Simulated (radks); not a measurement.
Results of a calculation; reference values are marked as such.
Isoelectronic series with 18 electrons, all held in the configuration [Ar], which need not be the ground one along the series. Level of theory: Dirac Kohn-Sham, PBE, spin-unpolarised, spherical densities, point nucleus (a radial shooting solver on a logarithmic mesh with Libxc functionals). Total energies (hartree) and mean radii <r> (bohr):

ion    E (hartree)   3p3/2   3p1/2   3s1/2
Ar      -529.23208   1.668   1.657   1.406
K+      -601.93144   1.429   1.421   1.267
Ca2+    -679.66344   1.260   1.253   1.152
Sc3+    -762.42608   1.132   1.125   1.056
Ti4+    -850.22328   1.029   1.022  0.9747
V5+     -943.06251  0.9447  0.9383  0.9055
Cr6+   -1040.95371  0.8740  0.8678  0.8457
Mn7+   -1143.90863  0.8136  0.8075  0.7934
Fe8+   -1251.94061  0.7614  0.7553  0.7472
Co9+   -1365.06427  0.7157  0.7097  0.7062
Ni10+  -1483.29544  0.6754  0.6693  0.6694
Cu11+  -1606.65106  0.6395  0.6334  0.6363
Zn12+  -1735.14913  0.6073  0.6011  0.6063
Ga13+  -1868.80867  0.5782  0.5720  0.5790
Ge14+  -2007.64972  0.5519  0.5456  0.5540
As15+  -2151.69333  0.5278  0.5215  0.5311
Se16+  -2300.96152  0.5058  0.4994  0.5100
Br17+  -2455.47737  0.4856  0.4791  0.4904
Kr18+  -2615.26492  0.4670  0.4603  0.4722
Rb19+  -2780.34929  0.4497  0.4430  0.4554
Sr20+  -2950.75661  0.4337  0.4268  0.4396
Zr22+  -3307.65009  0.4048  0.3977  0.4111
